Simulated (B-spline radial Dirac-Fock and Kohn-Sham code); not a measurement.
## Elastic and transport cross sections of bismuth for electrons

Model: relativistic (Dirac) partial waves in the static field of the Dirac-Fock atom with Furness-McCarthy exchange, without polarisation or absorption potentials. Program: a B-spline atomic structure program. σ_tr1 and σ_tr2 weight the cross section with 1 − P₁ and 1 − P₂ of cos θ; "backward" is the share scattered beyond 90°.

| energy (eV) | σ (a₀²) | σ_tr1 (a₀²) | σ_tr2 (a₀²) | σ/σ_tr1 | backward (%) |
| --- | --- | --- | --- | --- | --- |
| 33400 | 1.68 | 0.0297 | 0.0573 | 56.6 | 0.41 |
| 36300 | 1.60 | 0.0262 | 0.0512 | 61.0 | 0.37 |
| 39300 | 1.52 | 0.0232 | 0.0459 | 65.5 | 0.33 |
| 41700 | ? | ? | ? | ? | ? |
| 50000 | 1.31 | 0.0161 | 0.0329 | 81.3 | 0.25 |
| 51700 | 1.29 | 0.0153 | 0.0314 | 83.8 | 0.24 |
| 77500 | 1.01 | 0.00830 | 0.0178 | 121 | 0.15 |
| 90800 | 0.915 | 0.00652 | 0.0142 | 140 | 0.12 |
| 94000 | 0.897 | 0.00619 | 0.0135 | 145 | 0.11 |
| 97200 | 0.879 | 0.00588 | 0.0129 | 149 | 0.11 |
| 100000 | 0.865 | 0.00563 | 0.0124 | 154 | 0.11 |
| 200000 | 0.594 | 0.00197 | 0.00460 | 301 | 0.042 |
| 300000 | 0.495 | 0.00108 | 0.00258 | 460 | 0.024 |

**Question.** Fill in the row for 41.7 keV.

**Answer.** σ = 1.47 a₀², σ_tr1 = 0.0212 a₀², σ_tr2 = 0.0423 a₀², σ/σ_tr1 = 69.0, backward 0.31 %. The ratio σ/σ_tr1 is roughly the number of elastic collisions that randomise the direction.

Values without a named source are computed, but for edge energies of neutral atoms, which are taken from tables.
